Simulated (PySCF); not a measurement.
ZnCl, SMILES [Cl][Zn+], charge +1. Atoms are numbered in the order given.

```xyz
2

Zn     0.0000     0.0000    -0.7498
Cl     0.0000     0.0000     1.3232
```
Charge +1, spin multiplicity 1.

Geometry optimised at B3LYP-D3(BJ)/def2-TZVP. The multiplicity is an assumed one; other spin states were not compared.

Two levels are set side by side: PBE/pcSseg-2 (PySCF) and KT2/pcSseg-2 (PySCF). GIAO shifts against HCl (³⁵Cl) at the same level; non-relativistic, no solvent, atoms listed together averaged. Without spin–orbit terms, shifts of atoms bonded to Cl or Br come out too high at both levels. Differences are taken from unrounded values.

```
quantity                KT2
--------------------  -----
δ(³⁵Cl) of Cl2 (ppm)  499.2
```

Question: What does PBE give, and how far is it from KT2? (The exact figures need the calculation; the answer reports its results.)

Answer: 
```csv
quantity,PBE,PBE minus KT2
δ(³⁵Cl) of Cl2 (ppm),566.3,67.0
```

Rough cost on one machine, each run with all the roots and properties that it gave: KT2 against PBE within a factor of 2.
